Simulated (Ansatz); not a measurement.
The cluster Au₄, relaxed as a singlet with RKS PBE-D4/def2-SVP in Ansatz, starting from the GFN2-xTB geometry. Force threshold 0.02 eV/Å.

In the def2 sets Au takes a core potential; there is no spin–orbit coupling. The relaxation made no stability test and no search for a lower SCF solution. The structure comes from a short search, and lower isomers may exist.

Start:

```tsv
atom	x (Å)	y (Å)	z (Å)
Au1	1.251	-0.391	0.451
Au2	0.071	-0.046	2.626
Au3	-1.208	0.384	-0.414
Au4	-0.114	0.053	-2.663
```

```csv
step,energy (eV),largest force component (eV/Å),SCF passes
1,-14780.1375,1.162,21
2,-14780.3947,0.396,28
3,-14780.5821,0.250,32
4,-14780.5977,0.039,23
5,-14780.5978,0.007,23
```

Force components are those of the run's own axes.

End:

| atom | x (Å) | y (Å) | z (Å) |
| --- | --- | --- | --- |
| Au1 | 1.269 | -0.397 | 0.054 |
| Au2 | -0.096 | 0.012 | 2.376 |
| Au3 | -1.269 | 0.396 | -0.054 |
| Au4 | 0.097 | -0.011 | -2.376 |

By distances, no bond broke or formed, bridged metal pairs apart. The bond that changes most is Au1–Au4, from 3.43 to 2.72 Å (atoms count from 1). Metal–metal contacts that move far: Au1–Au4 3.43 to 2.72 Å, Au2–Au3 3.33 to 2.72 Å.

No frequencies were taken in this run, so the end may be a saddle point.

Hardware: 4 threads of Arm Neoverse V1 on a shared host. Wall time 8 s.
